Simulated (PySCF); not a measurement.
## Working out the excitation energy of Mg⁺

Mg⁺ [Ne] 3s1 (2S) → Mg⁺ [Ne] 3d1 (2D). Computed with PySCF 2.14 in aug-cc-pCVDZ (6s5p3d, 36 functions), with no relativity, point nucleus. Frozen: nothing. Energies in hartree (1 hartree = 27.21139 eV):

```json
{"part": "UHF", "Mg⁺ (lower)": "-199.365083", "Mg⁺ (upper)": "-199.043471"}
{"part": "CCSD correlation", "Mg⁺ (lower)": "-0.174612", "Mg⁺ (upper)": "-0.172086"}
{"part": "(T)", "Mg⁺ (lower)": "-0.000303", "Mg⁺ (upper)": "-0.000255"}
```

Question: What does Hartree-Fock give?

Answer: (-199.043471) − (-199.365083) = 0.321612 hartree = 8.752 eV.

Question: What do CCSD and CCSD(T) give?

Answer: The CCSD correlation energies differ by 0.002526 hartree = 0.069 eV and the triples by 0.000048 hartree = 0.001 eV, so CCSD gives 8.821 eV and CCSD(T) 8.822 eV.

Measured between the centres of the two terms (NIST): 8.864 eV, so CCSD(T) (all electrons) is off by -0.042 eV.

A double-zeta basis recovers only part of the correlation energy.

What remains against the reference includes basis incompleteness and higher excitations.
